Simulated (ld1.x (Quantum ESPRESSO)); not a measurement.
**What the settings do to the TM potential of barium**

Base potential:

barium (Ba), norm-conserving Troullier–Martins (Kleinman–Bylander form), made with ld1.x (Quantum ESPRESSO) 7.5 (BLYP, fully relativistic). Core [Kr] 4d10, reference 5s2 5p6 5d0 6s2 6p0. Waves: 5s (bound): rc 2.55 bohr; 5p (bound): rc 2.95 bohr; 5d (bound, empty): rc 4.20 bohr. Local part: all-electron potential smoothed inside 2.40 bohr (lloc = -1). Core correction: none.

Open shells are filled in proportion to 2j + 1 (rel_dist='average').

Occupied shells without a wave of their own: 6s. They enter only through the test configuration that unscreens the potential.

All-electron outer shells of the reference configuration (BLYP, scalar-relativistic, ld1.x):

```json
{"shell": "4p", "level (eV)": "-180.59", "outermost node (bohr)": "0.35", "outermost maximum (bohr)": "0.65"}
{"shell": "4d", "level (eV)": "-89.35", "outermost node (bohr)": "0.32", "outermost maximum (bohr)": "0.70"}
{"shell": "5s", "level (eV)": "-33.42", "outermost node (bohr)": "0.80", "outermost maximum (bohr)": "1.47"}
{"shell": "5p", "level (eV)": "-18.45", "outermost node (bohr)": "0.86", "outermost maximum (bohr)": "1.67"}
{"shell": "6s", "level (eV)": "-3.07", "outermost node (bohr)": "1.97", "outermost maximum (bohr)": "4.05"}
{"shell": "5d", "level (eV)": "-1.84", "outermost node (bohr)": "1.00", "outermost maximum (bohr)": "2.52"}
{"shell": "6p", "level (eV)": "-1.07", "outermost node (bohr)": "2.36", "outermost maximum (bohr)": "5.47"}
```

Cutoffs, loose and tight: the cutoffs (Ry, on a coarse ladder) from which the occupation-weighted sum of valence levels, in a spherical-Bessel basis at the reference potential, stays within 10 and 1 mRy of its value at 400 Ry. They do not see the model core or the augmentation charge, which bear on the density cutoff. Test errors are all-electron minus pseudo excitation energies from the reference, over the configurations 5s2 5p6 5d0 6s1 6p0; 5s2 5p6 5d0 6s0 6p0; 5s2 5p6 5d0 6s1.5 6p0; 5s2 5p6 5d1 6s0 6p0; 5s2 5p6 5d0 6s0 6p2; 5s2 5p6 5d0.5 6s1.5 6p0; 5s2 5p6 5d0 6s0 6p1. A dash means not determined; rows that change the core or the reference have their own tests.

A true bound ghost makes a file unfit for plane-wave use even where its test errors are small: the radial tests pick states by their node count and pass the ghost by. Where a test does run into it, the solver fails or the error is huge.

Cutoffs are not given where the Bessel-basis levels miss the radial ones by over 6 mRy, ghosts where they miss by over 20 mRy; a channel whose overlap is not positive is not tested.

On the changes marked as counting shells twice: ld1.x takes every shell without a wave as core, so the model core holds the marked electrons as well and exchange and correlation see them twice. This cancels in the reference configuration, but the file is broken for other ones, and its errors say nothing about a proper core correction.

```tsv
change	outcome	cutoff, loose	cutoff, tight	bound ghosts	largest test error (meV)
base	generated	15 Ry	30 Ry	none	-611
reference 5s2 5p6 5d0 6s1 6p1	generated, misses its reference levels by 0.17 eV	15 Ry	30 Ry	none	-370
core correction a·sin(br)/r model core inside 1.88 bohr (6s counted twice)	generated	15 Ry	30 Ry	none	-993
type RRKJ; local potential the s channel	generated, misses its reference levels by 0.60 eV	–	–	p1/2	no test is counted, since the test run did not reproduce the reference configuration
functional PBE	generated, misses its reference levels by 0.18 eV	15 Ry	30 Ry	none	-738
```

(1) What comes out with this change to the base: all radii scaled by about 1.21 (s 3.10, p 3.58, d 5.10 bohr); local potential all-electron potential smoothed inside 2.92 bohr (lloc = -1)?

(2) What comes out with this change to the base: local potential all-electron potential smoothed inside 4.68 bohr (lloc = -1)?

(3) What comes out with this change to the base: wave 5s (bound): rc 2.55 bohr becomes 5s (bound): rc 3.74 bohr?

Results:

(1) outcome: generated, misses its reference levels by 0.47 eV; cutoff, loose: 10 Ry; cutoff, tight: 18 Ry; bound ghosts: none; largest test error (meV): +1804.

(2) outcome: generated, misses its reference levels by 1.28 eV; cutoff, loose: 15 Ry; cutoff, tight: 30 Ry; bound ghosts: none; largest test error (meV): +4874.

(3) outcome: generated, misses its reference levels by 1.16 eV; cutoff, loose: 15 Ry; cutoff, tight: 21 Ry; bound ghosts: none; largest test error (meV): -4943.
